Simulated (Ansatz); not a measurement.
One change: `[SiH3][O][InH][Cl]` becomes `[F][In]([Cl])[O][SiH3]`.

Ansatz, PBE0-D4/def2-TZVP geometries, multiplicity 1. Each molecule was computed in one conformer, which needn't be the lowest.

Elements past krypton have def2 core potentials.

```json
{"property": "LUMO energy (ωB97M-V/def2-TZVPP) / eV", "`[SiH3][O][InH][Cl]`": "-0.26"}
{"property": "size of the dipole moment (B3LYP/def2-TZVPP) / D", "`[SiH3][O][InH][Cl]`": "2.56"}
{"property": "zero-point energy (PBE0-D4/def2-TZVP) / kJ/mol", "`[SiH3][O][InH][Cl]`": "95.0"}
{"property": "LUMO energy (PBE0/def2-TZVPP) / eV", "`[SiH3][O][InH][Cl]`": "-1.75"}
{"property": "size of the dipole moment (ωB97M-V/def2-TZVPP) / D", "`[SiH3][O][InH][Cl]`": "2.65"}
{"property": "HOMO–LUMO gap (PBE/def2-TZVPP) / eV", "`[SiH3][O][InH][Cl]`": "4.52"}
```

Task: Give the same properties after the change, and the shifts. (Estimate.)

Result: Ansatz gave: 
```json
{"property": "LUMO energy (ωB97M-V/def2-TZVPP) / eV", "`[F][In]([Cl])[O][SiH3]`": "-0.90", "shift": "-0.64"}
{"property": "size of the dipole moment (B3LYP/def2-TZVPP) / D", "`[F][In]([Cl])[O][SiH3]`": "1.00", "shift": "-1.56"}
{"property": "zero-point energy (PBE0-D4/def2-TZVP) / kJ/mol", "`[F][In]([Cl])[O][SiH3]`": "83.5", "shift": "-11.5"}
{"property": "LUMO energy (PBE0/def2-TZVPP) / eV", "`[F][In]([Cl])[O][SiH3]`": "-2.86", "shift": "-1.11"}
{"property": "size of the dipole moment (ωB97M-V/def2-TZVPP) / D", "`[F][In]([Cl])[O][SiH3]`": "0.95", "shift": "-1.70"}
{"property": "HOMO–LUMO gap (PBE/def2-TZVPP) / eV", "`[F][In]([Cl])[O][SiH3]`": "3.68", "shift": "-0.84"}
```

With PBE0 the HOMO falls by 0.44 eV and the LUMO falls by 1.11 eV, so the gap narrows by about 0.67 eV. PBE moves the HOMO by -0.41 eV and ωB97M-V by -0.43 eV. Dipoles are sizes alone; their direction can turn.

B3LYP here is the variant with VWN-RPA as its local correlation; programs differ in this.
